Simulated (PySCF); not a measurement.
Geometry:
```csv
atom,x (Å),y (Å),z (Å)
F1,-2.707,-1.129,-0.661
C2,-2.546,-0.192,0.336
C3,-1.685,0.946,-0.159
C4,-0.312,0.493,-0.603
O5,0.348,-0.072,0.510
C6,1.432,-0.886,0.237
C7,2.714,-0.120,-0.036
F8,3.727,-0.977,-0.189
F9,2.632,0.613,-1.155
F10,3.018,0.708,0.961
H11,-3.543,0.169,0.640
H12,-2.068,-0.685,1.198
H13,-1.584,1.690,0.648
H14,-2.182,1.449,-1.004
H15,0.259,1.342,-1.015
H16,-0.412,-0.264,-1.404
H17,1.621,-1.510,1.124
H18,1.256,-1.555,-0.627
```

Geometry: PBE0-D3(BJ)/def2-SVP; GIAO shifts from PySCF 2.14.0 with density-fitted response routines, gas phase, non-relativistic, averaged over equivalent atoms.

At PBE0/pcSseg-1 (210 basis functions, 2.2 min wall time on 1 thread of an Intel Xeon, shared host):
```tsv
atoms	δ (ppm)
F8/F9/F10	-87.3
F1	-251.7
C7	130.0
C2	78.7
C6	71.9
C4	68.0
C3	33.2
O5	22.9
H11/H12	4.56
H15/H16	3.68
H17/H18	3.63
H13/H14	1.62
```

References, each an isolated molecule treated in the same way: CFCl3 for ¹⁹F (σref 177.25); TMS for ¹³C (σref 184.41), ¹H (σref 31.27); ¹⁷O (σref 334.56) vs H2O.

**Question.** Estimate the result of repeating the calculation with CAM-B3LYP/pcSseg-1.

**Answer.** 
```json
{"atoms": "F8/F9/F10", "δ at CAM-B3LYP/pcSseg-1": "-76.2", "change": "+11.1"}
{"atoms": "F1", "δ at CAM-B3LYP/pcSseg-1": "-243.1", "change": "+8.6"}
{"atoms": "C7", "δ at CAM-B3LYP/pcSseg-1": "132.2", "change": "+2.2"}
{"atoms": "C2", "δ at CAM-B3LYP/pcSseg-1": "80.1", "change": "+1.4"}
{"atoms": "C6", "δ at CAM-B3LYP/pcSseg-1": "73.4", "change": "+1.5"}
{"atoms": "C4", "δ at CAM-B3LYP/pcSseg-1": "68.8", "change": "+0.8"}
{"atoms": "C3", "δ at CAM-B3LYP/pcSseg-1": "34.0", "change": "+0.8"}
{"atoms": "O5", "δ at CAM-B3LYP/pcSseg-1": "24.6", "change": "+1.7"}
{"atoms": "H11/H12", "δ at CAM-B3LYP/pcSseg-1": "4.59", "change": "+0.03"}
{"atoms": "H15/H16", "δ at CAM-B3LYP/pcSseg-1": "3.67", "change": "-0.01"}
{"atoms": "H17/H18", "δ at CAM-B3LYP/pcSseg-1": "3.65", "change": "+0.02"}
{"atoms": "H13/H14", "δ at CAM-B3LYP/pcSseg-1": "1.62", "change": "+0.00"}
```

Shifts are taken against calculated references (same method and geometry level): CFCl3 for ¹⁹F (σref 189.10); ¹³C (σref 182.45) and ¹H (σref 31.33) against TMS; ¹⁷O (σref 338.55) against H2O.

The largest change is at F8/F9/F10 (fluorine of a CF3 group). Cost: 210 basis functions, 120 s wall time on 1 thread of an Intel Xeon, shared host. The order of the carbon signals is the same at both levels.

Unscaled 19F shifts against computed CFCl3 carry errors that often reach 10 to 50 ppm. Experimental scales use liquid or dissolved standards, which lie at an offset from isolated H2O (liquid H2O: subtract about 36 ppm).
